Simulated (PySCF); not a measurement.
# Computed data sheet: `CC1=C[C@@H]2C[CH][C@H]1C2` [radical]

C8H11 (doublet state).
Cartesian coordinates in Å at the PBE0-D3(BJ)/def2-SVP level; atoms count from 1:
```
atom  x, y, z in Å
C1     2.4037   -0.3213   -0.3415
C2     0.9618   -0.3886    0.0119
C3     0.0065   -1.2272   -0.4294
C4    -1.3250   -0.7308    0.0962
C5    -1.6238    0.6003   -0.6597
C6    -0.5227    1.4788   -0.1406
C7     0.2523    0.6651    0.8702
C8    -0.8846   -0.1840    1.4649
H9     3.0399   -0.3624    0.5587
H10    2.6958   -1.1443   -1.0095
H11    2.6388    0.6298   -0.8492
H12    0.1365   -2.0375   -1.1500
H13   -2.1526   -1.4528    0.0894
H14   -1.6103    0.4738   -1.7558
H15   -2.6265    0.9881   -0.3960
H16   -0.1268    2.3563   -0.6559
H17    0.8930    1.2303    1.5609
H18   -1.6572    0.4176    1.9700
H19   -0.5183   -0.9727    2.1386
```

From PBE0-D3(BJ)/def2-SVP geometry optimisation, gas phase (PySCF):

```
Point group                  : C1
Rotational constants A, B, C : 3.692, 1.998, 1.868 GHz
Dipole moment                : 0.41 D
```

From UKS B3LYP, IGLO-III on C, pcH-1 on H, non-relativistic, mean-field spin-orbit, GIAO (PySCF):

```
Isotropic g value                                                      : 2.00267
Principal g values                                                     : 2.00227, 2.00276, 2.00297
Spin squared ⟨S²⟩                                                      : 0.755
Largest Mulliken spin population                                       : 1.03 on C6
Largest isotropic hyperfine couplings (means over sets of like nuclei) : 13C +113.7 (C6), 1H +94.5 (H15), 1H +65.7 (H14), 13C +55.6 (C2), 1H -51.9 (H16) MHz
```

Monoisotopic mass from the formula: 107.0861 u.

With B = h/(8π²I), that is 505.379 GHz u Å² over I, the principal moments of inertia are 136.9, 252.9 and 270.5 u Å² (most abundant isotopes); the inertial defect Ic − Ia − Ib is -119.3 u Å² (zero for a rigid planar frame, negative otherwise). In atomic units the dipole is 0.16 e·bohr (1 au = 2.5417 D). g_iso is shifted by about +350 ppm from the free-electron value 2.002319; the principal values span 0.0007. A dipole of 0.41 D is allowed in C1, and pure rotational transitions are dipole-allowed. ⟨S²⟩ is 0.005 above the pure-spin value S(S + 1) = 0.75.

Couplings of like nuclei are plain means over topologically equivalent atoms, as if these changed places fast (by rotation of a methyl-like group, say); in this geometry the members of some sets differ.
